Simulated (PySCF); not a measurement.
# Sr⁺: excitation energy

Sr⁺ [Kr] 5s1 (2S) → Sr⁺ [Kr] 4d1 (2D), as a difference of total energies. Computed with PySCF 2.14 in aug-cc-pVQZ-X2C (9s8p6d3f2g, 102 functions), with the spin-free X2C one-electron Hamiltonian (Gaussian nucleus). The calculations carry no spin-orbit coupling.

**Question.** Order these methods by the excitation energy they give, lowest first.
A. M06-2X
B. PBE0
C. r2SCAN
D. M06

**Answer.** D (10971 cm⁻¹), C (11184 cm⁻¹), B (12134 cm⁻¹), A (13185 cm⁻¹).

For comparison: 14724 cm⁻¹ (measured; NIST levels, between the centres of gravity of the two terms).
